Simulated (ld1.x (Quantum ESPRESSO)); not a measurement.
## Transferability test, TM potential for Dy

Dy (Z = 66), norm-conserving Troullier–Martins (Kleinman–Bylander form), made with ld1.x (Quantum ESPRESSO) 7.5 (PBE, scalar-relativistic). Core [Kr] 4d10 5s2, reference 4f10 5p6 5d0 6s2 6p0. Waves: 5p (bound): rc 1.90 bohr; 5d (bound, empty): rc 2.80 bohr; 4f (bound): rc 1.40 bohr; 6s (bound): rc 3.05 bohr. Local part: the s channel. Core correction: none.

Energies are relative to the spin-unpolarised reference configuration 4f10 5p6 5d0 6s2 6p0; without spin polarisation the order of configurations can differ from experiment.

(1) Give the all-electron excitation energy and the error of the potential for: 4f10 5p6 5d0 6s1 6p0; 4f10 5p6 5d0 6s0 6p0; 4f9 5p6 5d0 6s0 6p0; 4f10 5p6 5d0 6s0 6p1; 4f10 5p6 5d0 6s1 6p1; 4f10 5p6 5d0.5 6s1.5 6p0; 4f9 5p6 5d1 6s2 6p0.

Levels in the configuration 4f9 5p6 5d0 6s0 6p0:

```csv
level,all-electron (eV),pseudo (eV)
4f,-34.685,-36.602
5p,-53.627,-54.390
```

Answers

(1)

| valence configuration | charge | ΔE all-electron (eV) | error AE − PS (meV) |
| --- | --- | --- | --- |
| 4f10 5p6 5d0 6s1 6p0 | +1 | 6.236 | -0.1 |
| 4f10 5p6 5d0 6s0 6p0 | +2 | 17.903 | +3.6 |
| 4f9 5p6 5d0 6s0 6p0 | +3 | 43.562 | -788 |
| 4f10 5p6 5d0 6s0 6p1 | +1 | 9.685 | -501 |
| 4f10 5p6 5d0 6s1 6p1 | 0 | 2.673 | -277 |
| 4f10 5p6 5d0.5 6s1.5 6p0 | 0 | 1.304 | -3.0 |
| 4f9 5p6 5d1 6s2 6p0 | 0 | 4.376 | -843 |

These tests converged, but a pseudo level misses the all-electron one widely, so the file describes the atom poorly there or has found another state: 4f9 5p6 5d1 6s2 6p0: 4f by 1.9 eV. ld1.x printed “convergence not achieved” for 3 of the counted tests; their residual had stalled under 1e-8, short of the target of 1e-14.
